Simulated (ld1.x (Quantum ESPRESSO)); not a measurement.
# What one change does to a pseudopotential (Zn, RRKJ)

- Element: Zn
- Generator: ld1.x (Quantum ESPRESSO) 7.5
- Type: norm-conserving RRKJ (Kleinman–Bylander form)
- Functional: LDA (PZ)
- Relativity: scalar-relativistic
- Frozen core: [Ne]
- Valence charge: 20
- Reference configuration: 3s2 3p6 3d10 4s0 4p0 (charge +2)
- Partial waves: 3p (bound): rc 1.10 bohr; 3d (bound): rc 1.20 bohr; 3s (bound): rc 1.05 bohr
- Local potential: the s channel
- Core correction: none
- rho0: 0.01

All-electron outer shells of the reference configuration (LDA (PZ), scalar-relativistic, ld1.x):

```csv
shell,level (eV),outermost node (bohr),outermost maximum (bohr)
2p,-1024.11,–,0.15
3s,-149.60,0.28,0.59
3p,-104.26,0.25,0.59
3d,-31.22,–,0.56
4s,-23.24,0.84,1.89
4p,-15.70,0.91,2.25
```

Change: wave 3s (bound): rc 1.05 bohr becomes 3s (bound): rc 1.32 bohr.

Cutoffs: the cutoffs (Ry, on a coarse ladder) from which the occupation-weighted sum of valence levels, in a spherical-Bessel basis at the reference potential, stays within 10 and 1 mRy of its value at 400 Ry; they do not see the model core or the augmentation charge, which bear on the density cutoff. Errors are all-electron minus pseudo energies relative to the spin-unpolarised reference configuration.

**Question.** How do hardness, ghosts and transferability respond?

**Answer.** The potential gets neither clearly harder nor softer (160 Ry and 200 Ry → 140 Ry and 200 Ry); the d channel sets the loose cutoff, while the largest relative change is in s, which becomes softer; of the 9 tests that both files solve, the error grows in 9 and shrinks in 0 by more than 15 % and 0.3 meV (median size 1012.0 → 2475.9 meV); neither file shows a bound ghost at the reference potential, the only one tested. More of the atom is replaced by a form fitted at one configuration, so other configurations suffer.

| quantity | base | changed |
| --- | --- | --- |
| cutoff, loose | 160 Ry | 140 Ry |
| cutoff, tight | 200 Ry | 200 Ry |
| loose cutoff by channel (10 mRy a level) | p 80 Ry, d 120 Ry, s 80 Ry | p 80 Ry, d 120 Ry, s 35 Ry |
| bound ghosts | none | none |
| error for 3s2 3p6 3d10 4s2 4p0, meV [ΔE -28.96 eV] | +1591 | +3928 |
| error for 3s2 3p6 3d10 4s1 4p0, meV [ΔE -18.77 eV] | +1017 | +2485 |
| error for 3s2 3p6 3d9 4s0 4p0, meV [ΔE 40.89 eV] | +26 | +65 |
| error for 3s2 3p5 3d10 4s2 4p0, meV [ΔE 62.96 eV] | +2557 | +6227 |
| error for 3s2 3p6 3d10 4s1.5 4p0, meV [ΔE -24.88 eV] | +1353 | +3323 |
| error for 3s2 3p6 3d10 4s0 4p2, meV [ΔE -18.20 eV] | +234 | +642 |
| error for 3s2 3p6 3d8 4s0 4p0, meV [ΔE 103.04 eV] | +208 | +385 |
| error for 3s2 3p6 3d10 4s1 4p0 (spin-polarised), meV [ΔE -19.02 eV] | +1012 | +2476 |
| error for 3s2 3p6 3d9 4s0 4p0 (spin-polarised), meV [ΔE 40.62 eV] | +46 | +87 |

Changed file: These tests converged, but a pseudo level misses the all-electron one widely, so the file describes the atom poorly there or has found another state: 3s2 3p6 3d9 4s0 4p0: empty 4s by 4.5 eV; 3s2 3p5 3d10 4s2 4p0: 3d by 2.5 eV; 3s2 3p6 3d8 4s0 4p0: empty 4s by 6.2 eV.
